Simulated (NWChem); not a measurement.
CHO2, doublet; SMILES O=[C]O

```xyz
4

O     -0.1755     1.1417     0.0000
C      0.4189     0.1031     0.0000
O     -0.0217    -1.1470     0.0000
H     -1.0149    -1.1369     0.0000
```
Atoms are numbered in this order, from 1.

Program: NWChem. Spin-unrestricted. In the optimisation the excess spin sits in a' (Cs, its own frame). All runs use the structure optimised with PBE-D3(BJ)/def2-SVP, spin-unrestricted. No stability test was run on the SCF state. Level: PBE/def2-SVP with SMD (1 M gas to 1 M solution), gas-phase geometry. Reactions with the solvent are ignored.

```tsv
solvent	dielectric constant	solvation free energy (kcal/mol)	cavity-dispersion-structure term (kcal/mol)	dipole in solution (D)
water	78.4	-2.1	5.4	2.75
dichloromethane	8.93	-2.0	2.1	2.50
2-propanol	19.3	-2.4	4.3	2.68
methanol	32.6	-1.7	5.6	2.73
ethanol	24.9	-2.1	4.9	2.71
```
